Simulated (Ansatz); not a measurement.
FH$_{3}$NO$_{2}$V, SMILES `[NH]=[V]([OH])([OH])[F]`, charge 0, multiplicity 1.

(1) Give a relaxed structure at PBE0-D4/def2-TZVP (Ansatz). (An estimate is asked.)

## Answers

(1) Ansatz gave: 
Z-matrix (Å, degrees):
```
V
O 1 1.760
O 1 1.760 2 109.7
N 1 1.603 2 108.8 3 119.0
F 1 1.741 2 110.1 3 -121.3
H 2 0.960 1 122.7 3 -122.7
H 3 0.960 1 122.7 2 122.7
H 4 1.011 1 171.6 2 120.2
```
Point group Cs.
